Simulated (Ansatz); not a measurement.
Computed with Ansatz on PBE0-D4/def2-TZVP structures; ΔE is electronic, products minus reactants. CCSD(T)/CBS adds triple-zeta CCSD(T) − MP2 to the extrapolated MP2 energy (def2 sets, frozen cores). This one scheme is used for every species. Functionals use def2-TZVPP. For Zn outer-core shells are correlated without core-valence functions, which leaves a few kJ/mol of doubt a bond. Scalar relativity is left out up to krypton. One conformer a species, not always the lowest.

`[CH3][Zn][F]` + PH₃ → `[CH3][Zn][PH2]` + H–F  (ligand exchange at a Zn–F bond)

`[CH3][Zn][F]`:

Cartesian coordinates in Å:
```
C -0.402 -0.175 -0.597
Zn 0.636 0.277 0.946
F 1.587 0.690 2.361
H -0.026 -1.093 -1.051
H -1.447 -0.324 -0.321
H -0.348 0.626 -1.337
```

PH₃:

Cartesian coordinates in Å:
```
P 0.536 0.044 0.218
H -0.025 1.010 -0.659
H -0.627 -0.008 1.030
H 0.116 -1.046 -0.589
```

`[CH3][Zn][PH2]`:

```xyz
8

C    -1.266   -1.092    0.396
Zn    0.325   -0.032    0.032
P     2.231    1.166   -0.374
H    -1.520   -1.716   -0.464
H    -2.121   -0.446    0.610
H    -1.109   -1.746    1.257
H     1.678    2.337    0.219
H     1.782    1.529   -1.676
```

H–F:

Z-matrix (Å, degrees):
```
F
H 1 0.920
```

```tsv
level	ΔE (eV)
r2SCAN0-D4	0.34
CCSD(T)/def2-SVP	0.50
```

(1) What does CCSD(T)/CBS give? (An estimate is asked.)

Largest T1 diagnostic among the species: 0.016.

Results:

(1) The calculation gave: +0.36 eV. The listed levels differ from it by -0.02, 0.14 eV.

Leaving LDA and LC-ωPBE aside and taking each functional with its dispersion term where it has one, the values, not all of them listed here, spread over 0.23 eV, from HSE06-D4 to CAM-B3LYP-D4. LDA lies −0.07 eV from PBE without D4. From PBE to PBE0 (25 % exact exchange), in def2-TZVPP and without D4, ΔE moves by −0.04 eV.
